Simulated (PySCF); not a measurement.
This PySCF input asks for the NMR shieldings of SMILES [Al]1([Cl])[S]C[C@H](CC=C)[S]1, C₅H₈AlClS₂; the geometry comes from GFN2-xTB.

```python
import basis_set_exchange as bse
import numpy as np
from pyscf import gto, dft
from pyscf.prop import nmr

atoms = """
C    -2.678418   -0.021472   -0.652666
C    -1.714744    0.691956   -0.102889
C    -0.891490    0.245092    1.064026
C     0.611850    0.254086    0.768267
C     0.919207   -0.659189   -0.412876
S     2.704734   -0.786760   -0.841738
Al    3.028135    1.372652   -0.516131
Cl    4.633218    2.483571   -1.005464
S     1.170563    2.006528    0.485662
H    -2.939819   -1.001969   -0.288440
H    -3.255401    0.346078   -1.483665
H    -1.470872    1.675511   -0.480770
H    -1.181582   -0.765000    1.364145
H    -1.073175    0.921115    1.903925
H     1.151692   -0.095699    1.652875
H     0.375008   -0.330900   -1.299110
H     0.604096   -1.674108   -0.165062
"""
names = dict.fromkeys(["C", "S", "Al", "Cl", "H"], "pcSseg-1")
basis = {el: gto.basis.parse(bse.get_basis(n, elements=[el], fmt="nwchem")) for el, n in names.items()}
mol = gto.M(atom=atoms, basis=basis, charge=0, verbose=0)
mf = dft.RKS(mol, xc="PBE0")
mf.grids.level = 2
mf.grids.alignment = dft.numint.BLKSIZE   # the property module wants whole blocks of grid points
mf.conv_tol = 1e-9
mf.kernel()

calc = nmr.RKS(mf)   # GIAO
C = mf.mo_coeff
Co = C[:, mf.mo_occ > 0]
resp = mf.gen_response(singlet=True, hermi=2)
def vind(x):   # induced exchange potential for any number of trial vectors
    d = np.einsum("pi,xij,qj->xpq", C, 2 * x.reshape(-1, C.shape[1], Co.shape[1]), Co, optimize=True)
    return np.einsum("xpq,pi,qj->xij", resp(d - d.transpose(0, 2, 1)), C, Co, optimize=True).ravel()
mo1, _ = nmr.rhf.solve_mo1(calc, with_cphf=vind)
sigma = calc.kernel(mo1)
for i, s in enumerate(sigma):   # ppm
    w = np.linalg.eigvalsh((s + s.T) / 2)
    print("%2d %-2s iso %8.1f  s11 %8.1f  s22 %8.1f  s33 %8.1f" % (i, mol.atom_pure_symbol(i), w.mean(), *w))
```

**Question.** Give the expected output.

**Answer.** 
```
 0 C  iso     63.0  s11    -51.1  s22     81.5  s33    158.6
 1 C  iso     44.2  s11    -80.4  s22     44.9  s33    168.2
 2 C  iso    141.2  s11    129.4  s22    142.9  s33    151.2
 3 C  iso    129.6  s11     96.3  s22    141.0  s33    151.6
 4 C  iso    143.6  s11    113.7  s22    153.5  s33    163.6
 5 S  iso    598.3  s11    515.7  s22    615.3  s33    664.0
 6 Al iso    343.4  s11    309.9  s22    335.4  s33    385.0
 7 Cl iso    951.4  s11    830.1  s22    985.6  s33   1038.5
 8 S  iso    589.2  s11    493.9  s22    592.4  s33    681.1
 9 H  iso     26.3  s11     22.3  s22     25.6  s33     31.0
10 H  iso     26.3  s11     22.8  s22     25.2  s33     31.0
11 H  iso     25.0  s11     20.8  s22     23.0  s33     31.3
12 H  iso     29.5  s11     25.4  s22     27.8  s33     35.2
13 H  iso     28.7  s11     24.1  s22     27.6  s33     34.5
14 H  iso     28.3  s11     24.4  s22     26.6  s33     33.8
15 H  iso     28.9  s11     22.1  s22     28.7  s33     35.8
16 H  iso     29.1  s11     21.7  s22     29.6  s33     36.0
```

These numbers come from an equivalent density-fitted implementation of the same equations, which agrees with the script to about 0.01 ppm for H and up to a few tenths of a ppm for heavy atoms, so last digits may differ.

Size and cost of the density-fitted run: 221 basis functions, 53 s wall time on 1 thread of an Arm Neoverse V1, shared host; peak memory 1.1 GiB.
